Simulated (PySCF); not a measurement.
**BeN: energy against distance**

Set-up: PySCF, no relativity, basis sets Be def2-TZVP, N def2-TZVP. Energies in eV from Be + N in their ground configurations at the same level. State: ⁴Σ⁻ (quartet), unpaired electrons σ ↑, π ↑↑.

All columns are PBE0. A positive dipole means Be(−)N(+).

```tsv
R (Å)	E (eV)	μ (D)	Mulliken charge on Be (basis-dependent)	HOMO (eV)	LUMO (eV)	Mayer bond order	⟨S²⟩
1.384	-1.347	-0.85	0.07	-6.08	-4.00	1.38	3.75
1.448	-1.716	-0.99	0.08	-6.12	-3.77	1.34	3.75
1.512	-1.920	-1.13	0.10	-6.17	-3.56	1.30	3.75
1.561	-1.992	-1.23	0.11	-6.20	-3.41	1.27	3.75
1.609	-2.011	-1.33	0.13	-6.24	-3.27	1.24	3.75
1.657	-1.988	-1.43	0.15	-6.27	-3.15	1.21	3.76
1.722	-1.911	-1.55	0.17	-6.31	-2.99	1.17	3.76
1.802	-1.762	-1.69	0.19	-6.36	-2.82	1.12	3.76
1.899	-1.542	-1.81	0.22	-6.42	-2.65	1.06	3.76
2.027	-1.225	-1.88	0.23	-6.49	-2.58	0.97	3.77
```

A fit through these points gives, at Re = 1.605 Å, μ = -1.32 D and dμ/dR = -2.08 D/Å; the reduced mass is 5.483 u.

Q: How strong is the fundamental in the double-harmonic approximation, I = 42.26·(dμ/dR)²/μred km/mol?

A: I = 42.26·(-2.08)²/5.483 = 33.3 km/mol at PBE0.

The state is the lowest determinant that a PBE0 search found; another state may lie lower at other levels.
